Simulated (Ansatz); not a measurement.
One geometry of the cluster As6P2, several levels of theory.

```yaml
crystal:
  periodic: [false, false, false]
  atoms:
    - {symbol: P, position_ang: [-0.875808, -0.210211, -1.580178]}
    - {symbol: P, position_ang: [0.170230, 1.318174, 1.356354]}
    - {symbol: As, position_ang: [0.819180, -1.901423, -1.320795]}
    - {symbol: As, position_ang: [-1.502477, 2.608576, 0.308169]}
    - {symbol: As, position_ang: [0.411139, 1.708025, -1.020916]}
    - {symbol: As, position_ang: [-1.752820, 0.113158, 0.625602]}
    - {symbol: As, position_ang: [0.544884, -2.572389, 1.043606]}
    - {symbol: As, position_ang: [2.185671, -1.063908, 0.588158]}
basis:
  gaussian: {orbitals: def2-TZVP, initial_orbitals: start.molden}
hamiltonian: {xc: pbe, dispersion: d4}
scf: {omitted_lower_state_checks: [starts]}
output: {forces: true, orbitals: {seedname: orbitals}}
```

The file start.molden holds the orbitals of an earlier run on this structure, at another level or in another basis.

```sh
$ ansatz run in.yaml --threads 4 --pin off --events-out ev --progress --plain --max-ram 6963MiB
```

It prints (some lines left out):

```
Functional definition: PBE
2778 factors; their error is unknown
mean field evaluation 1: about -383567.5022 eV, gradient 2.1e1 eV
mean field evaluation 2: about -383567.8110 eV, gradient 4.2e-1 eV
mean field evaluation 4: about -383567.7888 eV, gradient 1.9e-1 eV
mean field evaluation 8: about -383567.7889 eV, gradient 1.8e-5 eV
mean field -383567.78887116 eV, -14095.8562494298 hartree, gradient 1.8e-5 eV, S^2 0.000000; 0 other end points of the search recorded, 0 dependent functions left out
reference -383567.78891173 eV, -14095.8562509207 hartree; 114, 114 occupied and 248, 248 virtual orbitals, 2778 factors
Total energy: -383568.72885903 eV, -14095.8907933469 hartree
Atom 0 at    -0.875808    -0.210211    -1.580178 Å, force     0.115705     0.038745     0.189206 eV/Å
Atom 1 at     0.170230     1.318174     1.356354 Å, force    -0.233703     0.017452    -0.274168 eV/Å
Atom 2 at     0.819180    -1.901423    -1.320795 Å, force    -0.060150     0.093308     0.096685 eV/Å
Atom 3 at    -1.502477     2.608576     0.308169 Å, force     0.138755    -0.146241     0.070365 eV/Å
Atom 4 at     0.411139     1.708025    -1.020916 Å, force    -0.117745    -0.150402     0.140994 eV/Å
Atom 5 at    -1.752820     0.113158     0.625602 Å, force     0.206077     0.120636    -0.104043 eV/Å
Atom 6 at     0.544884    -2.572389     1.043606 Å, force     0.061567     0.075873    -0.078934 eV/Å
Atom 7 at     2.185671    -1.063908     0.588158 Å, force    -0.110507    -0.049370    -0.040105 eV/Å
Dipole moment:    -0.013805     0.107454     0.100817 e Å
Checks for a lower state left out: starts
```

Run time 14 s (4 threads of Arm Neoverse V1 on a shared host), peak host memory 1.2 GiB.

As the first input, with `hamiltonian: {xc: r2scan, dispersion: d4}`, `output: {orbitals: {seedname: orbitals}}` (abridged; 25 s):

```
Functional definition: r2SCAN
mean field -383627.48270337 eV, -14098.0499573015 hartree, gradient 1.2e-5 eV, S^2 0.000000
Total energy: -383627.68075754 eV, -14098.0572356580 hartree
Checks for a lower state left out: starts
```

As the first input, with `hamiltonian: {xc: pbe0, dispersion: d4}`, `output: {orbitals: {seedname: orbitals}}` (abridged; 37 s):

```
Functional definition: PBE0
the host lacks memory for fits, so the integrals are decomposed
mean field -383578.94629237 eV, -14096.2662770966 hartree, gradient 7.2e-5 eV, S^2 0.000000
Total energy: -383579.76726504 eV, -14096.2964472857 hartree
Checks for a lower state left out: starts
```

Geometry: PBE-D4/def2-SVP.

Another isomer (singlet) lies 0.69 eV lower at PBE0-D4/def2-TZVP; other spin states weren't run for this one.
